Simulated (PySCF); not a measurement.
Species: C2H7AsOSi.
Geometry (PBE0-D3(BJ)/def2-SVP, Å), atoms numbered from 1 in this order:
```xyz
12
C2H7AsOSi angstrom
C     -2.0393   -0.3182   -0.0448
C     -0.6438   -0.1895    0.5028
O     -0.3345   -0.6175    1.5926
Si     0.7465    0.6825   -0.5472
As     2.6470    0.4807    0.8360
H     -2.4437    0.6784   -0.2862
H     -2.0180   -0.8881   -0.9883
H     -2.6880   -0.8231    0.6848
H      0.8412    0.0381   -1.8960
H      0.3855    2.1203   -0.7592
H      3.5904    0.8615   -0.3055
H      2.7591   -1.0054    0.5148
```

Method used: PySCF 2.14.0, PBE0-D3(BJ)/def2-SVP geometry optimisation, gas phase.

Take the most abundant isotopes and a rigid rotor. The values belong to one conformer with, in the numbering `[CH3:1][C:2](=[O:3])[SiH2:4][AsH2:5]`, C1–C2–Si4–As5 -178°, C2–Si4–As5–H 166° and 74°.

Task: What are A, B and C (MHz)?

Result: Ia = 87.37, Ib = 442.77, Ic = 516.51 u·Å²; 505379 MHz·u·Å²/I gives A = 5785, B = 1141, C = 978.4 MHz.

Task: Classify the top.

Result: A near-prolate asymmetric top; Ray's κ = -0.932.

Task: Is it planar, by Δ = Ic − Ia − Ib?

Result: Not planar: Δ = Ic − Ia − Ib = -13.63 u·Å². For a rigid frame Δ = −2 Σ m c², so Σ m c² = 6.81 u·Å² lies off the ab plane: 6.75 from hydrogen and 0.06 from heavier atoms. The atom farthest from that plane is 1.45 Å away.

Task: List the rotational levels J(Ka,Kc) to J = 4 (MHz).

Result: Above 0(0,0):
J = 1: 1(0,1) 2120, 1(1,1) 6763, 1(1,0) 6926
J = 2: 2(0,2) 6355, 2(1,2) 10840, 2(1,1) 11329, 2(2,1) 25258, 2(2,0) 25263
J = 3: 3(0,3) 12698, 3(1,3) 16952, 3(1,2) 17930, 3(2,2) 31618, 3(2,1) 31639, 3(3,1) 55244, 3(3,0) 55244
J = 4: 4(0,4) 21135, 4(1,4) 25098, 4(1,3) 26727, 4(2,3) 40094, 4(2,2) 40157, 4(3,2) 63732, 4(3,1) 63732, 4(4,1) 96797, 4(4,0) 96797

Task: Which lines would a microwave search look for?

Result: The dipole components are |μa| = 1.28 D, |μb| = 2.15 D, |μc| = 0.44 D. The squared components, which scale the intensities, stand as 0.35 : 1.00 : 0.04 (a : b : c). Some lines, for components of 0.1 D or more:

| type | branch | J(Ka,Kc) | MHz | lower level (cm⁻¹) |
| --- | --- | --- | --- | --- |
| a | Q | 3(1,2) ← 3(1,3) | 978 | 0.565 |
| b | R | 3(0,3) ← 2(1,2) | 1858 | 0.362 |
| a | R | 2(1,1) ← 1(1,0) | 4403 | 0.231 |
| b | Q | 2(1,1) ← 2(0,2) | 4973 | 0.212 |
| b | Q | 4(1,3) ← 4(0,4) | 5591 | 0.705 |
| a | R | 3(2,2) ← 2(2,1) | 6360 | 0.843 |
| a | R | 3(1,2) ← 2(1,1) | 6601 | 0.378 |
| a | R | 4(1,4) ← 3(1,3) | 8145 | 0.565 |
| a | R | 4(0,4) ← 3(0,3) | 8437 | 0.424 |
| a | R | 4(2,2) ← 3(2,1) | 8518 | 1.055 |
| b | Q | 5(2,3) ← 5(1,4) | 13116 | 1.258 |
| c | R | 4(1,3) ← 3(0,3) | 14029 | 0.424 |
| b | R | 2(2,1) ← 1(1,0) | 18332 | 0.231 |
| c | Q | 4(3,2) ← 4(2,2) | 23575 | 1.339 |
| b | Q | 3(3,0) ← 3(2,1) | 23605 | 1.055 |
| b | Q | 3(3,1) ← 3(2,2) | 23626 | 1.055 |
| b | Q | 5(3,3) ← 5(2,4) | 23661 | 1.691 |
| b | Q | 4(4,0) ← 4(3,1) | 33065 | 2.126 |
| c | Q | 5(5,1) ← 5(4,1) | 42514 | 3.583 |

Whether it is a minimum is left open (no frequencies). These are rigid-rotor constants of the computed structure; measured ground-state constants (B0) also hold zero-point vibration. A rigid rotor knows nothing of internal rotation, which can split or shift real lines. Quadrupole hyperfine structure (75As) is left out.

Time: 42 s; peak memory 0.52 GiB. Hardware: one thread, Arm Neoverse V1 (aarch64), shared host with 32 logical CPUs at a one-minute load of 22. These figures are those of the optimisation.
